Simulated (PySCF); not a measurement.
# Working out the ionisation energy of V

V [Ar] 3d3 4s2 (4F) → V+ [Ar] 3d4 (5D). Computed with PySCF 2.14 in def2-QZVPPD, with the non-relativistic Hamiltonian (point nucleus). Frozen: [Ne]. Energies in hartree (1 hartree = 27.21139 eV):

```
             part    V (lower)   V+ (upper)
              UHF  -942.892566  -942.674929
MP2 opposite-spin    -0.253413    -0.229447
    MP2 same-spin    -0.106807    -0.125012
```

Q: What does Hartree-Fock give?

A: (-942.674929) − (-942.892566) = 0.217637 hartree = 5.922 eV.

Q: What do MP2 and SCS-MP2 (6/5 opposite-spin, 1/3 same-spin) give?

A: The opposite-spin parts differ by 0.652 eV and the same-spin parts by -0.495 eV. MP2: 5.922 + (0.652) + (-0.495) = 6.079 eV. SCS-MP2: 5.922 + 1.2 × (0.652) + (-0.495)/3 = 6.539 eV.

Measured between the centres of the two terms (NIST): 6.732 eV, so MP2 (valence and next inner shell) is off by -0.653 eV.

The calculation is non-relativistic.

What remains against the reference includes basis incompleteness, the frozen core and correlation beyond second order.
